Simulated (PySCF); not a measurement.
## Telling isomers of C9H13N apart by NMR

Theoretical values (PySCF 2.14): GFN2-xTB geometry, shielding tensors at PBE0/pcSseg-1 (GIAO). Non-relativistic Hamiltonian, isolated molecule, averaged over atoms made equivalent by symmetry, fast rotation or ring inversion, a single conformation.

Chemical shifts δ = σref − σ; ¹H (σ = 31.72 ppm) and ¹³C (σ = 186.93 ppm) against TMS, all at this level. Where no couplings were computed, multiplicities follow the n + 1 count of equivalent neighbours, and m marks all less simple cases (inequivalent or close neighbours, rings, F or P nearby). Shifts are as computed. Against solution values, carbons near 30 ppm lie about +3 ppm off and those near 130 ppm about +5 ppm. Of 1211 compounds with measured shifts, 218 miss one by over three times the rms of a fit or turn the order of signals round; such compounds aren't used in these exercises.

(1) Tabulate the signals of `CC(C)(C)c1ccncc1`, `CC(C)(C)c1ccccn1` and their relative energies.

(2) What is the quickest way to tell CC(C)(C)c1ccncc1 from CC(C)(C)c1ccccn1?

## Answers

(1) 
```json
{"SMILES": "CC(C)(C)c1ccncc1", "carbon types": "2×C 4×CH 3×CH3", "δC": "165.1, 155.9, 125.3, 36.6, 32.7", "δH": "8.92 (d, 2H), 7.37 (d, 2H), 1.34 (s, 9H)", "E rel. (kcal/mol)": "1.6"}
{"SMILES": "CC(C)(C)c1ccccn1", "carbon types": "2×C 4×CH 3×CH3", "δC": "175.3, 154.0, 141.7, 126.0, 125.6, 40.0, 32.5", "δH": "8.86 (d, 1H), 7.92 (m, 1H), 7.66 (d, 1H), 7.26 (m, 1H), 1.38 (s, 9H)", "E rel. (kcal/mol)": "0.0"}
```

Energies are electronic energies at PBE0/pcSseg-1 on these geometries, without zero-point or thermal terms, each for the one conformer computed, which needn't be the lowest.

(2) Count the carbon signals: 5 against 7. The first has a substituted aromatic carbon (C) at 165.1 ppm, the second an aromatic CH at 141.7 ppm. Their most deshielded carbons lie at 165.1 and 175.3 ppm.
